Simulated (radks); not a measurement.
Values are calculated unless marked as measured or tabulated.
Spherical quantum dot in the effective-mass picture: electrons in a hard-walled sphere of radius 4.59, with a point charge +1 (a donor) at the centre, all in effective atomic units (hartree* = m*/eps^2 hartree, bohr* = eps/m* bohr), one dielectric constant everywhere. Level of theory: non-relativistic Kohn-Sham, LDA (Slater exchange, Perdew-Wang correlation), spin-polarised, spherical densities (a radial shooting solver with Libxc functionals). Levels are named by radial order and angular momentum (1s, 1p, 1d, 2s, ...), and open shells are averaged over m.

N = 37, configuration 1s2 1p6 1d10 2s2 1f14 1g(up 3, down 0). This is the lowest configuration that the search found. Occupied and some empty levels:

level    occupation  eigenvalue (hartree*)  <r> (bohr*)
1s up             1                 9.8549        3.338
1s down           1                 9.8751        3.329
1p up             3                 9.9569        3.411
1p down           3                 9.9779        3.406
1d up             5                 10.143        3.471
1d down           5                 10.165        3.469
1f up             7                 10.407        3.527
1f down           7                 10.429        3.526
2s up             1                 10.697        1.640
2s down           1                 10.700        1.638
1g up             3                 10.744        3.578
1g down           0                 10.767        3.577
1h up             0                 11.150        3.624
1h down           0                 11.173        3.623
2p up             0                 11.238        2.338
2p down           0                 11.245        2.334
3s up             0                 11.651        2.125
3s down           0                 11.659        2.128
2d up             0                 11.720        2.614
2d down           0                 11.730        2.611

Energy (hartree*): total 199.815, kinetic 42.028, external -12.186, Hartree 185.53, exchange-correlation -15.560.
